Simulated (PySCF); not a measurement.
Dipole moment and polarisability of `CC(C)(C)[O][V](=[O])([Cl])[O]C(C)(C)C`

Compound: C8H18ClO3V (singlet state).
Cartesian coordinates in Å at the PBE0-D3(BJ)/def2-SVP level; atoms count from 1:
```
atom  x, y, z in Å
C1    -2.459    1.457    0.322
C2    -2.682   -0.047    0.235
C3    -3.279   -0.444   -1.111
C4    -3.534   -0.559    1.389
O5    -1.409   -0.686    0.380
V6     0.000   -0.908   -0.581
O7    -0.017    0.110   -1.752
Cl8    0.001   -2.918   -1.427
O9     1.425   -0.670    0.353
C10    2.682   -0.005    0.193
C11    2.431    1.494    0.295
C12    3.562   -0.508    1.329
C13    3.265   -0.379   -1.165
H14   -1.995    1.721    1.284
H15   -1.799    1.791   -0.492
H16   -3.416    1.994    0.236
H17   -3.347   -1.539   -1.191
H18   -4.288   -0.021   -1.223
H19   -2.653   -0.072   -1.936
H20   -3.063   -0.312    2.351
H21   -4.535   -0.106    1.359
H22   -3.640   -1.652    1.326
H23    1.752    1.820   -0.506
H24    1.975    1.741    1.266
H25    3.375    2.050    0.200
H26    3.102   -0.277    2.301
H27    4.554   -0.035    1.287
H28    3.689   -1.598    1.257
H29    4.262    0.067   -1.290
H30    2.618   -0.016   -1.977
H31    3.356   -1.472   -1.254
```

Level: CAM-B3LYP/def2-SVPD (PySCF), static field, nuclei fixed, core orbitals frozen in the response. The polarisability tensor in these axes (au):

```
x   189.21   0.43  -0.47
y     0.43 152.83  11.19
z    -0.47  11.19 139.03
```

Question: Diagonalise the tensor; give its mean and Δα, where Δα² is half the sum of the squared differences of the eigenvalues.

Answer: Principal values 132.78, 159.08 and 189.22 au; mean 160.36 au = 23.76 Å³ = 26.44 × 10⁻⁴⁰ C²·m²/J; Δα = 48.92 au (31 % of the mean).

Question: What is the dipole moment, and where does it point?

Answer: (0.00, 2.66, 1.75) D, 3.18 D in size, pointing from the negative to the positive side. Measured along this direction, the outermost atoms are Cl8 at the negative end and H24 and H14 at the positive end.

Question: Find the Langevin capture rate constant for NH4+ (18.034 u) meeting this molecule (248.038 u), k = 2.342 × 10⁻⁹ cm³/s × √(α in Å³ / reduced mass in u).

Answer: The reduced mass is 16.81 u, so k = 2.78 × 10⁻⁹ cm³/s. The formula leaves out the permanent dipole, which adds to the capture rate.

Question: In TDDFT the mean static polarisability is Σ f/ω² over all singlet excitations (ω in hartree). How much of it do the 10 lowest give? Their energies (eV) and oscillator strengths: 4.50, 0.0060; 4.55, 0.0001; 4.65, 0.0088; 4.75, 0.0133; 4.89, 0.0156; 4.91, 0.0309; 5.21, 0.0066; 5.24, 0.0019; 5.39, 0.0003; 5.43, 0.0482.

Answer: They add up to 3.85 au, 2.4 % of the 160.36 au; the largest single term is 1.21 au, from the state at 5.43 eV. Terms in order: 0.22, 0.00, 0.30, 0.44, 0.48, 0.95, 0.18, 0.05, 0.01, 1.21 au. Higher excitations give the rest. The strengths listed sum to 0.132.

Question: What molar refraction does this α imply?

Answer: Lorentz–Lorenz: R = (4π/3)N_A α = 2.5225 cm³/(mol·Å³) × 23.76 Å³ = 59.9 cm³/mol, in the limit of long wavelengths.

Question: Along which axes do the principal values lie, and how far do the nuclei extend along each?

Answer: Largest value along (1.00, 0.01, -0.01), where the nuclei span 9.09 Å; middle along (0.00, 0.87, 0.49), 5.38 Å; least along (0.01, -0.49, 0.87), 3.87 Å. The response follows the extents in order.

Question: Give the eigenvalues of the traceless quadrupole moment Θ = ½Σq(3rr − r²1), origin at the centre of nuclear charge.

Answer: -10.24, -9.18, 19.42 D·Å. The values depend on the origin, since the dipole doesn't vanish. The electronic extent ⟨r²⟩ about the same centre is 3778 bohr², a root-mean-square distance of 2.85 Å for the 130 electrons.

Geometry: PBE0-D3(BJ)/def2-SVP; no solvent, vibrations or thermal averaging.

The run behind these numbers computed excited states as well. Hardware: Intel Xeon Platinum 8488C, 2 threads, shared host with 48 logical CPUs at a one-minute load of 6.3. Cost: 4.2 min wall, 9.0 min CPU, 4.0 GiB resident at most.
